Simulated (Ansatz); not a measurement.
One change: `[SiH3]C(Cl)Br` becomes `OC([SiH3])Cl`.

Ansatz, PBE0-D4/def2-TZVP geometries, multiplicity 1. Each molecule was computed in one conformer, which needn't be the lowest.

Scalar relativity is left out up to krypton.

```json
{"property": "HOMO–LUMO gap (PBE/def2-TZVPP) / eV", "`[SiH3]C(Cl)Br`": "4.80"}
{"property": "HOMO energy (PBE/def2-TZVPP) / eV", "`[SiH3]C(Cl)Br`": "-6.75"}
{"property": "HOMO–LUMO gap (B3LYP/def2-TZVPP) / eV", "`[SiH3]C(Cl)Br`": "6.59"}
{"property": "HOMO energy (PBE0/def2-TZVPP) / eV", "`[SiH3]C(Cl)Br`": "-8.03"}
{"property": "LUMO energy (PBE/def2-TZVPP) / eV", "`[SiH3]C(Cl)Br`": "-1.95"}
{"property": "size of the dipole moment (PBE/def2-TZVPP) / D", "`[SiH3]C(Cl)Br`": "1.36"}
```

What does the change do to each property? (Best estimate.)

Computed: 
| property | `OC([SiH3])Cl` | shift |
| --- | --- | --- |
| HOMO–LUMO gap (PBE/def2-TZVPP) / eV | 5.84 | 1.04 |
| HOMO energy (PBE/def2-TZVPP) / eV | -6.75 | 0.00 |
| HOMO–LUMO gap (B3LYP/def2-TZVPP) / eV | 7.68 | 1.09 |
| HOMO energy (PBE0/def2-TZVPP) / eV | -8.13 | -0.10 |
| LUMO energy (PBE/def2-TZVPP) / eV | -0.90 | 1.05 |
| size of the dipole moment (PBE/def2-TZVPP) / D | 1.74 | 0.38 |

With PBE0 the HOMO falls by 0.10 eV and the LUMO rises by 1.02 eV, so the gap widens by about 1.12 eV. PBE moves the HOMO by 0.00 eV and ωB97M-V by -0.15 eV. Dipoles are sizes alone; their direction can turn.

B3LYP here is the variant with VWN-RPA as its local correlation; programs differ in this.

Spin–orbit coupling is left out; it splits and shifts lone-pair levels of the heavy atoms by tenths of an eV.
